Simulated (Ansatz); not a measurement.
`[F][Sb]([F])[Cl]` + HCl → `[F][Sb]([Cl])[Cl]` + H–F at 500 K and 1 bar (ligand exchange at the Sb–F bond).

Calculated with Ansatz (gas phase, PBE0-D4/def2-TZVP geometries, no zero-point term in ΔE). CCSD(T)/CBS is the MP2 limit (def2-TZVPP, def2-QZVPP) plus CCSD(T) − MP2 in def2-TZVPP, frozen cores. This one scheme is used for every species. def2 core potentials past Kr. For Sb outer-core shells are correlated without core-valence functions, which leaves a few kJ/mol of doubt a bond.

```json
{"species": "`[F][Sb]([F])[Cl]`", "CCSD(T)/CBS energy (Eh)": "-899.48483", "H − E (kJ/mol)": "44.5", "S (J/(mol·K))": "362.9"}
{"species": "HCl", "CCSD(T)/CBS energy (Eh)": "-460.38127", "H − E (kJ/mol)": "32.5", "S (J/(mol·K))": "201.9"}
{"species": "`[F][Sb]([Cl])[Cl]`", "CCSD(T)/CBS energy (Eh)": "-1259.47647", "H − E (kJ/mol)": "43.7", "S (J/(mol·K))": "376.1"}
{"species": "H–F", "CCSD(T)/CBS energy (Eh)": "-100.39570", "H − E (kJ/mol)": "39.4", "S (J/(mol·K))": "188.7"}
```

H − E and S are ideal-gas, rigid-rotor, harmonic terms from PBE0-D4/def2-TZVP. 1 Eh = 2625.50 kJ/mol, R = 8.31446 J/(mol·K).

Q: By hand: ΔE, ΔH, ΔS and ΔG.

A: ΔE = (-1259.47647) + (-100.39570) − (-899.48483) − (-460.38127) = -0.00607 Eh = -15.9 kJ/mol. Δ(H − E) = 43.7 + 39.4 − 44.5 − 32.5 = 6.1, so ΔH = -9.8 kJ/mol. ΔS = 376.1 + 188.7 − 362.9 − 201.9 = 0.0 J/(mol·K). ΔG = -9.8 − 500 × (0.0)/1000 = -9.8 kJ/mol.

Q: By hand: the equilibrium constant, and the temperature at which ΔG would vanish if ΔH and ΔS stayed fixed.

A: log₁₀ K = −ΔG/(RT ln 10) = 1.0. With ΔH or ΔS at zero there is no such temperature.

The number of gas molecules stays the same, so ΔS is small and ΔH decides. A doubt of 5 kJ/mol in ΔE shifts log₁₀ K by 0.5 here. These are equilibria of isolated gas molecules and say nothing of rates. Largest T1 diagnostic: 0.015 (customary marks: 0.02 for closed shells, 0.045 for open ones).

ΔS is within the doubt of such terms, so its sign, and with it that verdict, could turn.
